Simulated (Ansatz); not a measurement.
C2H4BBrS (`CB(Br)C=S`) at its PBE0-D4/def2-TZVP geometry, where that method's forces vanish. The species carries charge 0 and has multiplicity 1.

```
atom   x (Å)   y (Å)   z (Å)
  C1   0.383   0.766  -0.935
  B2   0.325  -0.352   0.135
 Br3   1.878  -1.424   0.530
  C4  -0.920  -0.729   0.979
  S5  -1.486   0.413   1.973
  H6   0.142   0.311  -1.905
  H7   1.373   1.215  -1.036
  H8  -0.363   1.540  -0.748
  H9  -1.331  -1.741   1.006
```

Task: For each bond, give half the difference of the two atoms' forces along it (eV/Å; positive pushes the atoms apart) under PBE-D4, r2SCAN-D4, B3LYP-D4, ωB97M-V in def2-TZVPP. (Best estimate.)

Result: Computed: 
| bond | length (Å) | PBE-D4 | r2SCAN-D4 | B3LYP-D4 | ωB97M-V |
| --- | --- | --- | --- | --- | --- |
| C1–B2 | 1.548 | -0.05 | -0.03 | 0.03 | 0.04 |
| C1–H6 | 1.099 | 0.13 | 0.00 | -0.03 | -0.05 |
| C1–H7 | 1.091 | 0.12 | -0.01 | -0.03 | -0.06 |
| C1–H8 | 1.092 | 0.12 | -0.02 | -0.05 | -0.06 |
| B2–Br3 | 1.928 | 0.19 | 0.16 | 0.20 | -0.02 |
| B2–C4 | 1.551 | -0.23 | -0.12 | -0.11 | 0.14 |
| C4–S5 | 1.616 | 0.60 | 0.33 | 0.28 | -0.15 |
| C4–H9 | 1.093 | 0.05 | -0.06 | -0.11 | -0.08 |

B3LYP here is the variant with VWN-RPA as its local correlation; programs differ in this.
